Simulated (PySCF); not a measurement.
Ho (holmium, neutral) across methods

[Xe] 4f11 5d1 6s1, one real determinant (an excited configuration). All numbers are calculated (PySCF 2.14, the spin-free X2C one-electron Hamiltonian (Gaussian nucleus), in x2c-TZVPPall with one added diffuse shell each of s, p, d, f type (12s8p8d5f2g, 129 functions)).

```csv
method,E (hartree),mean ε 4f α (eV),mean ε 5d α (eV),mean ε 4f β (eV),Σ⟨r²⟩ (bohr²),⟨S²⟩
UHF,-12611.24340,-13.834,-3.240,-10.569,79.29,8.755
PBE,-12615.79,-3.205,-1.302,-1.333,76.99,8.752
LDA,-12607.05,-3.459,-1.281,-1.392,76.18,8.751
PBE0,-12615.60,-5.841,-1.873,-3.649,76.36,8.752
```

(1) Estimate the same row for r2SCAN.

⟨L²⟩ = 40.09 against 72 for a pure L term, so this real determinant mixes terms. Spin-orbit coupling, absent here, splits the open shell strongly.

Results:

(1) E (hartree) = -12615.99; mean ε 4f α (eV) = -3.071; mean ε 5d α (eV) = -1.420; mean ε 4f β (eV) = -1.187; Σ⟨r²⟩ (bohr²) = 75.32; ⟨S²⟩ = 8.755.
